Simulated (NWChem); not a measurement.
Molecule: C2H6Cl2Sn; SMILES [CH3][Sn]([CH3])([Cl])[Cl]

All runs: NWChem. Structure relaxed at the PBE-D3(BJ)/def2-SVP level. Not confirmed as a minimum by frequencies. def2 effective core potentials on Sn; no spin-orbit coupling.

Task: Among these, which level gives the highest value of “dipole (D)”?
A) TPSS/def2-TZVP
B) TPSS/def2-SVP
C) TPSS/def2-SVPD
D) TPSS/def2-TZVPP

Result: C, TPSS/def2-SVPD. Values: TPSS/def2-SVP 3.91; TPSS/def2-TZVPP 3.92; TPSS/def2-TZVP 3.93; TPSS/def2-SVPD 4.08
